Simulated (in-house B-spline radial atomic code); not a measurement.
Correlation energy from the adiabatic connection: −Z/r, Z = 1, wall at 2.8 bohr

Two electrons in a singlet, external potential −Z/r, Z = 1, wall at 2.8 bohr (atomic units). Full CI in B-splines (partial waves to l = 8, correlation up to 0.6 % small) with the density held fixed gives W(λ) = <V_ee>_λ − U, and E_c is the integral of W(λ) − W(0) from 0 to 1.

| λ | W(λ) − W(0) (hartree) |
| --- | --- |
| 0 | 0.00000 |
| 0.02 | -0.00191 |
| 0.05 | -0.00473 |
| 0.12 | -0.01110 |
| 0.25 | -0.02220 |
| 0.4 | -0.03394 |
| 0.6 | -0.04805 |
| 0.8 | -0.06063 |
| 1 | -0.07191 |

Q: Integrate the table by the trapezoid rule.

A: The strips give -0.00002, -0.00010, -0.00055, -0.00216, -0.00421, -0.00820, -0.01087, -0.01325, which sum to -0.03937 hartree. The direct value, W(1) − W(0) + T_c with T_c = 0.03244, is -0.03947; the curve is convex, so chords lie above it and the trapezoids fall short in size by 0.25 %.

Q: Now use only three numbers: W(0) = -0.74568, the initial slope W'(0) = -0.09612 (extrapolated from the first points) and the strong-coupling limit of the point-charge-plus-continuum model, W∞ = -0.87131. What do second-order theory and the interpolation W(λ) = W∞ + (W(0) − W∞)/√(1 + 2χλ) of Seidl, Perdew and Levy give?

A: Second order keeps the slope alone: E_c = W'(0)/2 = -0.04806, +22 % in size against -0.03947. Matching the slope fixes χ = W'(0)/(W∞ − W(0)) = -0.09612/(-0.12563) = 0.76510. Integrating, with s = √(1 + 2χ) = 1.590663, E_c = −(W(0) − W∞)(s − 1)/(s + 1) = −0.12563 × 0.590663/2.590663 = -0.02864 hartree, -27.4 % in size against the full result. At λ = 1 the formula gives W − W(0) = -0.04665 against -0.07191. Part of the miss can come from the model's W∞, which here lies above the computed W at λ = 10, -0.96342.
